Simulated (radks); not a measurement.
Q: These are the eigenvalues of the occupied orbitals of an atom or ion with whole-number occupations (eV). Method: scalar-relativistic Kohn-Sham, LDA (Slater exchange, Perdew-Wang correlation), spin-unpolarised, spherical densities, finite nucleus; Fermi nuclear charge, rms radius of each element as measured or else 0.836 A^(1/3) + 0.57 fm; computed with a radial shooting solver on a logarithmic mesh with Libxc functionals.

| orbital | eigenvalue |
|---|---|
| 1s | -15915.16 |
| 2s | -2157.730 |
| 2p | -1919.249 |
| 3s | -335.3180 |
| 3p | -258.3664 |
| 3d | -130.8512 |
| 4s | -43.4738 |
| 4p | -25.3541 |
| 5p | -2.3050 |

Which element is it, and in what charge state? The configuration may be excited.

A: Z = 38, strontium, charge 0: Sr in [Kr] 5p2. The list shows which subshells hold electrons but not how many an open one holds; the 1s level, -584.87 hartree, gives Z - s = 34.2 by -(Z - s)^2/2, which with screening and relativity narrows Z to a few neighbours, and the depths of the outer levels then fix element, charge and occupations together.
